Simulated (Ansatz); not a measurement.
Reaction (isomerisation): `CC(N)BF` → `BCC(N)F`

Isolated molecules relaxed with PBE0-D4/def2-TZVP in Ansatz; ΔE leaves out vibrations. CBS: MP2 limit from def2 TZ/QZ plus the TZ coupled-cluster correction, frozen cores. DFT in def2-TZVPP. One conformer a species, not always the lowest.

`CC(N)BF`:

Z-matrix (Å, degrees):
```
C
C 1 1.526
H 1 1.092 2 110.5
H 1 1.092 2 111.3 3 120.9
H 1 1.094 2 110.8 3 -119.1
N 2 1.452 1 110.6 3 59.3
B 2 1.561 1 112.5 3 -68.3
H 2 1.116 1 106.2 3 -177.9
H 6 1.011 2 111.8 1 -168.4
H 6 1.012 2 111.6 1 70.4
F 7 1.326 2 120.1 1 142.3
H 7 1.200 2 122.8 1 -41.4
```

`BCC(N)F`:

Cartesian coordinates in Å:
```
B 1.356 1.211 -0.673
C 0.729 -0.083 -0.087
C -0.774 -0.102 0.045
N -1.269 -1.339 0.501
F -1.117 0.957 0.924
H 2.527 1.421 -0.544
H 0.699 1.976 -1.319
H 1.030 -0.875 -0.795
H 1.192 -0.374 0.864
H -1.260 0.155 -0.901
H -2.274 -1.329 0.613
H -0.839 -1.619 1.373
```

Problem. Is it downhill or uphill in electronic energy at CCSD(T)/CBS, and by how much? (Estimate.)

Solution. The calculation gave: Uphill: ΔE = +1.81 eV.

Problem. What do these levels give: r2SCAN-D4, ωB97X-V, B2PLYP, CCSD/def2-TZVPP, CCSD(T)/def2-TZVPP, MP2/CBS(def2)? (Best estimate.)

Solution. Computed: r2SCAN-D4 1.75, ωB97X-V 1.71, B2PLYP 1.79, CCSD/def2-TZVPP 1.80, CCSD(T)/def2-TZVPP 1.81, MP2/CBS(def2) 1.87 eV.

Largest T1 diagnostic among the species: 0.011.

In def2-TZVPP, CCSD(T) changes the Hartree–Fock value by +0.08 eV (the triples alone add +0.00 eV) and MP2 by +0.14 eV.
